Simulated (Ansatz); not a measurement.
A nudged elastic band was laid between two geometries of AsH$_{4}$Si (6 atoms, charge -1, multiplicity 1).

Computed with RKS BLYP-D4/def2-TZVP (Ansatz).

| Property | Result |
| --- | --- |
| movable images | 5 |
| climbing image | yes |
| spring | 5.0 eV/Å² |
| optimiser | quadratic models (default) |
| start path | through a guess of the saddle point |
| force threshold | 0.03 eV/Å |
| iteration limit | 60 |
| end points | relaxed |

Image 0:

```xyz
6
Properties=species:S:1:pos:R:3
Si 0.012 -1.245 0.457
As -0.030 1.134 -0.419
H 1.090 -1.608 -0.602
H -1.145 -1.619 -0.510
H 1.133 1.658 0.467
H -1.060 1.679 0.608
```

Image 6:

```xyz
6
Properties=species:S:1:pos:R:3
Si 0.263 -0.418 0.029
As -0.521 1.456 -1.086
H 1.162 -1.203 -0.901
H -0.708 -1.485 0.521
H 1.130 -0.264 1.272
H -1.325 1.915 0.164
```

Problem. Which bonds break or form, and what moves?

Solution. Bonds broken: As2–H5. Bonds formed: Si1–H5.

Problem. What energy profile does the band end with?

Solution. The run converged. The highest image is number 3 of 0 to 6, 120.0 kJ/mol above the first end and 168.9 kJ/mol above the last; the last end lies 48.9 kJ/mol below the first. A vibrational analysis at the climbing image gives one clearly imaginary mode, 840i cm⁻¹: a first-order saddle point. The orbitals stay closed-shell, which can raise the energy where a bond breaks towards radicals; this wasn't checked here. Limits of this set-up: an anion without diffuse functions, the dipole of an ion depends on the origin.

```
image  path coordinate (Å)  energy (kJ/mol)  As2–H5 (Å)  Si1–H5 (Å)
    0                 0.00              0.0        1.55        3.11
    1                 0.55             15.3        1.54        2.66
    2                 1.10             65.9        1.59        2.07
    3                 1.65            120.0        1.99        1.60
    4                 2.23             39.9        2.55        1.49
    5                 2.82            -40.8        3.11        1.51
    6                 3.40            -48.9        3.35        1.52
```

Problem. What is the geometry of the highest image?

Solution. 
```xyz
6
Properties=species:S:1:pos:R:3:forces:R:3
Si 0.153 -0.830 0.245 0.00 0.00 0.01
As -0.112 1.430 -0.770 0.00 -0.01 0.00
H 1.215 -1.336 -0.702 0.00 0.00 0.00
H -1.051 -1.746 -0.036 0.00 0.00 0.00
H 0.725 0.558 0.809 0.00 0.00 0.00
H -0.931 1.924 0.455 0.00 0.00 0.00
```

Problem. What are the harmonic wavenumbers there?

Solution. 840i, 250, 371, 493, 564, 719, 832, 958, 1568, 1838, 1982, 2041 cm⁻¹.

The run took 40 s on 2 threads of Intel(R) Xeon(R) 6975P-C (Granite Rapids), with other jobs on the host, peak memory 0.18 GiB.
